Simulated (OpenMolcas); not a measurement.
Os6+.

* Program: OpenMolcas 26.06
* Basis: ANO-RCC-VQZP [9s8p6d4f3g2h]
* Scalar Hamiltonian: DKH2, point nucleus
* Active space: 2 electrons in 10 orbitals (5d 6d)
* State averaging: 2S+1 = 3 even, 10 roots; 2S+1 = 1 even, 15 roots
* Spin-orbit coupling: RASSI with atomic mean-field integrals over the reference wave functions, term energies averaged over their components

Two sets of levels on these reference wave functions, in cm-1 above 5d2 3F2: one from CASSCF and one from SS-CASPT2, IPEA 0.25 Eh, imaginary shift 0.1 Eh (closed shells correlated: 5s 5p).

```
         Level  Set 1  Set 2
       5d2 3F2    0.0    0.0
       5d2 3F3   9810  10130
       5d2 3F4  17820  17870
       5d2 3P0  18220  16610
       5d2 3P1  23930  22630
       5d2 1G4  33080  31580
5d2 3P2 [56 %]  34780  33020
       5d2 1S0  63180  58230
```

Question: Which set is which?

Answer: Set 2 is SS-CASPT2. Its levels of the other terms of 5d2 lie at 0.91 to 0.95 of the other set's values, as expected, since terms of lower spin or lower L gain more correlation energy than the Hund ground term. Against 6 measured levels (van het Hof, Joshi, Wyart and Sugar, J. Res. Natl. Inst. Stand. Technol. 100, 687 (1995)) the mean absolute deviation is 400 cm-1 with it and 2300 cm-1 without; single levels miss by up to 770 cm-1 with it.

CASPT2 does not keep the components of a term degenerate, so their means are used; among the terms shown or strongly mixed into the levels shown the widest spread is 460 cm-1 (5d2 3F, SS-CASPT2). Active for correlation alone: 6d; no level in the range computed is led by a configuration that fills it, so any true level of that kind is missing. Without dynamic correlation excited terms often stand tens of per cent too high (terms of higher spin than the ground term too low), and those without a measured partner can miss by more than the paired ones (holds for CASSCF). Computed and measured levels are paired by configuration, term and J; levels that our copy of the source lacks, or whose pairing is in doubt (as where it misses far off the trend of its configuration), stay unpaired and out of the deviations. Levels of configurations outside the active space are missing. The table leaves out levels that lie high or whose names do not pair safely across all columns.

A share in square brackets marks a mixed level and gives the weight of the term that names it, the lowest over the columns.
